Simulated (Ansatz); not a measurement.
Gas-phase electronic energies from Ansatz, PBE0-D4/def2-TZVP geometries. CCSD(T)/CBS is the MP2 limit (def2-TZVPP, def2-QZVPP) plus CCSD(T) − MP2 in def2-TZVPP, frozen cores. Functionals use def2-TZVPP. For Ge, Se outer-core shells are correlated without core-valence functions, which leaves a few kJ/mol of doubt a bond. Scalar relativity is left out up to krypton. One conformer a species, not always the lowest.

Consider the ligand exchange at a Ge–Se bond: `C[Se][GeH2][Cl]` + `N[SiH](F)Cl` → `F[SiH](Cl)[NH][GeH2][Cl]` + `C[SeH]`.

(1) Is it downhill or uphill in electronic energy at CCSD(T)/CBS, and by how much? (Best estimate.)

(2) What do these levels give: PBE0-D4, ωB97X-V, B2PLYP, r2SCAN, SCS-MP2/def2-TZVPP, MP2/CBS(def2)? (An estimate is asked.)

Largest T1 diagnostic among the species: 0.011.

Answers

(1) Computed: Uphill: ΔE = +10.1 kcal/mol.

(2) Computed: PBE0-D4 11.7, ωB97X-V 9.5, B2PLYP 10.5, r2SCAN 11.5, SCS-MP2/def2-TZVPP 8.8, MP2/CBS(def2) 11.0 kcal/mol.

The D4 term adds −0.7 kcal/mol with B3LYP and −0.5 kcal/mol with PBE0; it sums over pairs of atoms, weighted by their polarisabilities, and B3LYP, whose exchange is more repulsive, gets the larger term.

B3LYP here is the variant with VWN-RPA as its local correlation; programs differ in this.
